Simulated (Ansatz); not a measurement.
Consider the cleavage of the Si–Si bond: `N[Si](N)([SiH3])[SiH3]` + `NBO` → `NBO[SiH3]` + `N[SiH](N)[SiH3]`.

Isolated molecules relaxed with PBE0-D4/def2-TZVP in Ansatz; ΔE leaves out vibrations. CCSD(T)/CBS adds triple-zeta CCSD(T) − MP2 to the extrapolated MP2 energy (def2 sets, frozen cores). This one scheme is used for every species. DFT in def2-TZVPP. Each species was taken in one conformer, which may not be the lowest.

`N[Si](N)([SiH3])[SiH3]`:

```xyz
15

N    -0.419   -1.725   -0.899
Si   -0.283   -0.133   -0.260
N    -1.574    0.788   -0.928
Si   -0.539    0.063    2.074
Si    1.889    0.573   -0.836
H     0.391   -2.319   -0.968
H    -1.259   -2.262   -0.748
H    -1.930    1.595   -0.443
H    -1.659    0.890   -1.928
H    -1.737   -0.685    2.556
H    -0.687    1.484    2.502
H     0.657   -0.496    2.765
H     2.923   -0.432   -0.449
H     2.014    0.813   -2.303
H     2.213    1.848   -0.135
```

`NBO`:

Z-matrix (Å, degrees):
```
N
B 1 1.397
H 1 1.003 2 122.7
H 1 1.006 2 122.6 3 -180.0
O 2 1.371 1 118.7 3 -180.0
H 2 1.202 1 119.9 3 -0.0
H 5 0.957 2 112.5 1 -180.0
```

`NBO[SiH3]`:

```xyz
10

N     1.171    1.791   -0.273
B     0.389    0.667   -0.541
O    -0.028   -0.124    0.497
Si   -0.938   -1.489    0.558
H     1.503    2.403   -0.994
H     1.446    2.051    0.660
H     0.091    0.405   -1.676
H    -0.137   -2.572    1.181
H    -2.138   -1.229    1.393
H    -1.361   -1.903   -0.806
```

`N[SiH](N)[SiH3]`:

```xyz
12

N     0.853    0.693    1.571
Si   -0.063   -0.329    0.539
N    -1.691    0.209    0.581
Si    0.539   -0.307   -1.735
H     1.657    0.329    2.054
H     0.942    1.678    1.383
H     0.208   -1.693    1.091
H    -2.323    0.012   -0.177
H    -2.176    0.306    1.459
H     1.853   -0.981   -1.934
H     0.663    1.091   -2.238
H    -0.462   -1.006   -2.594
```

| level | ΔE (kJ/mol) |
| --- | --- |
| ωB97M-V | -94.6 |
| MP2/CBS(def2) | -98.4 |

What does CCSD(T)/CBS give? (Best estimate.)

Computed: -92.2 kJ/mol. The listed levels differ from it by -2.4, -6.2 kJ/mol.

Largest T1 diagnostic among the species: 0.013.

In def2-TZVPP, CCSD(T) changes the Hartree–Fock value by +32.2 kJ/mol (the triples alone add +4.8 kJ/mol) and MP2 by +26.0 kJ/mol. The D4 term adds +7.4 kJ/mol with B3LYP and +4.4 kJ/mol with PBE0; it sums over pairs of atoms, weighted by their polarisabilities, and B3LYP, whose exchange is more repulsive, gets the larger term.

B3LYP here is the variant with VWN-RPA as its local correlation; programs differ in this.
